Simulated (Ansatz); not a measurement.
```yaml
crystal:
  periodic: [false, false, false]
  atoms:
    - {symbol: Zn, position_ang: [-1.437562, 0.194288, -1.813825]}
    - {symbol: O, position_ang: [-1.005392, -1.022513, 1.536119]}
    - {symbol: Zn, position_ang: [0.571961, -1.812517, -1.892526]}
    - {symbol: O, position_ang: [0.735373, 0.226639, -2.008968]}
    - {symbol: O, position_ang: [1.083946, 0.383306, 0.930125]}
    - {symbol: Zn, position_ang: [0.025901, 0.287631, 2.451089]}
    - {symbol: Zn, position_ang: [0.518337, 1.713253, -0.804830]}
    - {symbol: O, position_ang: [-1.285688, 1.682675, 1.948159]}
    - {symbol: H, position_ang: [-0.822687, -1.321910, -1.170079]}
    - {symbol: H, position_ang: [-2.179357, 0.132695, -2.987666]}
    - {symbol: H, position_ang: [-0.919099, -1.036714, 0.584921]}
    - {symbol: H, position_ang: [-1.481358, -1.867351, 1.873753]}
    - {symbol: H, position_ang: [1.785358, -2.229500, -0.230035]}
    - {symbol: H, position_ang: [1.017751, -3.036828, -2.458608]}
    - {symbol: H, position_ang: [1.004058, 0.447822, -3.046759]}
    - {symbol: H, position_ang: [1.474820, -1.475449, 0.191673]}
    - {symbol: H, position_ang: [2.236817, 0.441683, 0.935351]}
    - {symbol: H, position_ang: [0.395783, -0.074220, 3.961280]}
    - {symbol: H, position_ang: [-1.047997, 1.181333, -0.341816]}
    - {symbol: H, position_ang: [1.163570, 3.045808, -0.990787]}
    - {symbol: H, position_ang: [-1.305768, 1.699605, 0.881648]}
    - {symbol: H, position_ang: [-0.801609, 2.743982, 2.058327]}
basis:
  gaussian: {orbitals: def2-mTZVP, fitting: {mean_field: def2-universal-jkfit}}
hamiltonian: {xc: {name: wB97X}}
scf: {lower_state_search: light}
relax: {f_tol: 0.0001, max_steps: 2}
```

```sh
$ ansatz run in.yaml --threads 2 --pin off --events-out ev --progress --plain --max-ram 32768MiB --backend cuda --devices 0, --max-vram 18GiB
```

It prints (some lines left out):

```
Functional definition: wB97X
1616 factors; integrals over basis functions are off by at most 8.8e-1 eV
1616 factors; integrals over basis functions are off by at most 2.2e-6 eV
mean field evaluation 1: about -202081.8780 eV, gradient 1.1e2 eV
mean field evaluation 2: about -202067.2258 eV, gradient 1.6e2 eV
mean field evaluation 4: about -202098.8345 eV, gradient 7.7e0 eV
mean field evaluation 8: about -202098.9107 eV, gradient 1.6e-1 eV
mean field evaluation 16: about -202098.9108 eV, gradient 3.6e-4 eV
mean field -202098.91078652 eV, -7426.9979838427 hartree, gradient 1.8e-5 eV, S^2 0.000000; 0 other end points of the search recorded, 0 dependent functions left out
reference -202098.91072894 eV, -7426.9979817269 hartree; 83, 83 occupied and 187, 187 virtual orbitals, 1616 factors
relax step   1: F+E_penalty+E_count = -202098.91078652 eV  Δ(F+E_penalty+E_count) = +0.000e0 eV  max|allowed force component| = 6.504e0 eV/Å  Δτ_max = 0.0000 Å  (35 SCF iters, accepted)
1616 factors; integrals over basis functions are off by at most 8.8e-1 eV
1616 factors; integrals over basis functions are off by at most 2.5e-6 eV
mean field -202102.13956554 eV, -7427.1166392831 hartree, gradient 2.2e-5 eV, S^2 0.000000; 0 other end points of the search recorded, 0 dependent functions left out
reference -202102.13950832 eV, -7427.1166371804 hartree; 83, 83 occupied and 187, 187 virtual orbitals, 1616 factors
relax step   2: F+E_penalty+E_count = -202102.13956554 eV  Δ(F+E_penalty+E_count) = -3.229e0 eV  max|allowed force component| = 2.699e0 eV/Å  Δτ_max = 0.1948 Å  (39 SCF iters, accepted)
Error: geometry relaxation did not converge after 2 steps: max|allowed force component| = 2.70e0 eV/Å (threshold 1.0e-4). Raise `relax.max_steps` over both its present limit and 2, loosen `relax.f_tol`, or start from a geometry closer to equilibrium. Where this run's directory can be resumed (`checkpoint.write`), a resume goes on for up to `relax.max_steps` more
```

Problem. What is wrong with this run?

Solution. The relaxation is allowed too few steps for its threshold. The SCF steps converged, but the relaxation ran out of steps.
